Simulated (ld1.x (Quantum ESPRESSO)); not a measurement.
**Sc (Z = 21): one change to a TM potential, before and after**

scandium (Sc), norm-conserving Troullier–Martins (Kleinman–Bylander form), made with ld1.x (Quantum ESPRESSO) 7.5 (PBE, scalar-relativistic). Core [Ne] 3s2, reference 3p6 3d1 4s1.5 4p0 (charge +0.5). Waves: 3p (bound): rc 1.00 bohr; 3d (bound): rc 1.55 bohr; 4s (bound): rc 2.35 bohr. Local part: the s channel. Core correction: none.

Change: wave 3d (bound): rc 1.55 bohr becomes 3d (bound): rc 2.02 bohr.

Cutoffs: the cutoffs (Ry, on a coarse ladder) from which the occupation-weighted sum of valence levels, in a spherical-Bessel basis at the reference potential, stays within 10 and 1 mRy of its value at 400 Ry; they do not see the model core or the augmentation charge, which bear on the density cutoff. Errors are all-electron minus pseudo energies relative to the spin-unpolarised reference configuration.

**Question.** How do hardness, ghosts and transferability respond?

**Answer.** The potential gets neither clearly harder nor softer (80 Ry and 140 Ry → 70 Ry and 140 Ry); the p channel sets the loose cutoff, while the largest relative change is in d, which becomes softer; of the 7 tests that both files solve, the error grows in 0 and shrinks in 3 by more than 15 % and 0.3 meV (median size 20.4 → 18.5 meV); neither file shows a bound ghost. That the errors move this way runs against the usual rule that smaller radii transfer better.

```tsv
quantity	base	changed
cutoff, loose	80 Ry	70 Ry
cutoff, tight	140 Ry	140 Ry
loose cutoff by channel (10 mRy a level)	p 45 Ry, d 70 Ry, s 6 Ry	p 45 Ry, d 45 Ry, s 6 Ry
bound ghosts	none	none
error for 3p6 3d1 4s2 4p0, meV [ΔE -2.75 eV]	+0.7	+0.8
error for 3p6 3d1 4s1 4p0, meV [ΔE 4.14 eV]	+1.0	+1.1
error for 3p6 3d1 4s0 4p0, meV [ΔE 16.91 eV]	+18	+19
error for 3p6 3d2 4s1 4p0, meV [ΔE -1.09 eV]	-81	-64
error for 3p6 3d1 4s0 4p2, meV [ΔE 2.92 eV]	-1027	-1027
error for 3p6 3d1.5 4s1.5 4p0, meV [ΔE -2.07 eV]	-20	-15
error for 3p6 3d2 4s0 4p0, meV [ΔE 4.82 eV]	-146	-110
s: phases at 2.55 bohr within 0.05 rad from the reference energy up to (Ry; the scan ends near 5)	0.0	0.0
p: phases at 2.55 bohr within 0.05 rad from the reference energy up to (Ry; the scan ends near 5)	-1.3	-1.3
d: phases at 2.55 bohr within 0.05 rad from the reference energy up to (Ry; the scan ends near 5)	0.2	0.2
```
